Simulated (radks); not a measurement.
Results of a calculation; reference values are marked as such.
Problem. Neutral copper, [Ar] 3d10 4s1. Code: a radial shooting solver on a logarithmic mesh with Libxc functionals. Model: non-relativistic Kohn-Sham, PBE, spin-polarised, spherical densities, point nucleus. Every spin shell is full or empty, so the densities are truly spherical. Functionals are evaluated on that one density, not self-consistently. Rank these exchange functionals by their error against the exact value of the orbitals, and give that value: LDA, revPBE, PW86, OPTX, G96, MS2, TASK, MVS.

Solution. Exact: -65.5486 hartree. From best to worst, with 100 (|E| - |E exact|)/|E exact| (equal figures are ties): MS2 +0.08, revPBE +0.29, MVS +0.32, PW86 +0.68, G96 +0.77, OPTX +1.11, TASK -2.40, LDA -5.62.
